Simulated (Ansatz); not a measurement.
Bond stretch in MgN (cation, charge +1), lowest singlet found (which spin is the ground state isn't settled by this scan).

RKS-PBE = restricted PBE/aug-cc-pVDZ in Ansatz (an electronic-structure program); RKS-CAM-B3LYP = restricted CAM-B3LYP/aug-cc-pVDZ (Ansatz); FCI = full CI/aug-cc-pVDZ, frozen core (Ansatz).

Energies relative to the lowest point of each curve between 1.76 and 2.38 Å, where full CI is lowest, in kJ/mol; the last columns give the error against full CI:

```json
[
 {"R / Å": "1.76", "RKS-PBE": "49.6", "RKS-CAM-B3LYP": "37.6", "FCI": "56.6", "RKS-PBE − FCI": "-7.0", "RKS-CAM-B3LYP − FCI": "-19.0"},
 {"R / Å": "1.85", "RKS-PBE": "17.5", "RKS-CAM-B3LYP": "9.9", "FCI": "21.5", "RKS-PBE − FCI": "-4.0", "RKS-CAM-B3LYP − FCI": "-11.7"},
 {"R / Å": "1.92", "RKS-PBE": "5.0", "RKS-CAM-B3LYP": "0.7", "FCI": "7.1", "RKS-PBE − FCI": "-2.1", "RKS-CAM-B3LYP − FCI": "-6.4"},
 {"R / Å": "2.01", "RKS-PBE": "0.0", "RKS-CAM-B3LYP": "0.0", "FCI": "0.0", "RKS-PBE − FCI": "0.0", "RKS-CAM-B3LYP − FCI": "0.0"},
 {"R / Å": "2.07", "RKS-PBE": "1.7", "RKS-CAM-B3LYP": "4.5", "FCI": "0.3", "RKS-PBE − FCI": "1.4", "RKS-CAM-B3LYP − FCI": "4.2"},
 {"R / Å": "2.16", "RKS-PBE": "9.5", "RKS-CAM-B3LYP": "16.6", "FCI": "5.9", "RKS-PBE − FCI": "3.7", "RKS-CAM-B3LYP − FCI": "10.7"},
 {"R / Å": "2.21", "RKS-PBE": "15.9", "RKS-CAM-B3LYP": "25.2", "FCI": "10.8", "RKS-PBE − FCI": "5.1", "RKS-CAM-B3LYP − FCI": "14.4"},
 {"R / Å": "2.30", "RKS-PBE": "29.8", "RKS-CAM-B3LYP": "43.1", "FCI": "21.7", "RKS-PBE − FCI": "8.1", "RKS-CAM-B3LYP − FCI": "21.4"},
 {"R / Å": "2.38", "RKS-PBE": "43.9", "RKS-CAM-B3LYP": "60.6", "FCI": "32.6", "RKS-PBE − FCI": "11.2", "RKS-CAM-B3LYP − FCI": "28.0"},
 {"R / Å": "2.55", "RKS-PBE": "76.0", "RKS-CAM-B3LYP": "99.9", "FCI": "56.4", "RKS-PBE − FCI": "19.5", "RKS-CAM-B3LYP − FCI": "43.5"},
 {"R / Å": "2.68", "RKS-PBE": "100.5", "RKS-CAM-B3LYP": "129.9", "FCI": "73.3", "RKS-PBE − FCI": "27.2", "RKS-CAM-B3LYP − FCI": "56.6"},
 {"R / Å": "2.85", "RKS-PBE": "130.8", "RKS-CAM-B3LYP": "167.0", "FCI": "92.1", "RKS-PBE − FCI": "38.7", "RKS-CAM-B3LYP − FCI": "74.9"},
 {"R / Å": "3.08", "RKS-PBE": "167.0", "RKS-CAM-B3LYP": "212.3", "FCI": "111.4", "RKS-PBE − FCI": "55.5", "RKS-CAM-B3LYP − FCI": "100.9"},
 {"R / Å": "3.40", "RKS-PBE": "206.9", "RKS-CAM-B3LYP": "264.7", "FCI": "128.2", "RKS-PBE − FCI": "78.7", "RKS-CAM-B3LYP − FCI": "136.5"},
 {"R / Å": "3.77", "RKS-PBE": "239.6", "RKS-CAM-B3LYP": "311.0", "FCI": "138.1", "RKS-PBE − FCI": "101.5", "RKS-CAM-B3LYP − FCI": "172.9"}
]
```

RKS-PBE is furthest from FCI at 3.77 (101.5 kJ/mol, above); its mean absolute error over the points is 24.3 kJ/mol.

RKS-CAM-B3LYP is furthest from FCI at 3.77 (172.9 kJ/mol, above); its mean absolute error over the points is 46.7 kJ/mol.

The scan ran from 1.52 to 7.14 Å; beyond the distances shown full CI changes its symmetry label. The restricted form behind RKS-PBE, RKS-CAM-B3LYP keeps the bonding electrons paired and can't separate into open-shell fragments. Also computed but left out beside FCI, since their determinant holds another spin at the minimum (<S²> over 0.7 above the pure value): UHF, UMP2, UCCSD, UCCSD(T), UKS-PBE, UKS-CAM-B3LYP, UKS-B3LYP/6-31G*, UKS-BP86/6-31G*, UMP2/3-21G, UKS-M06-2X/6-31G*.
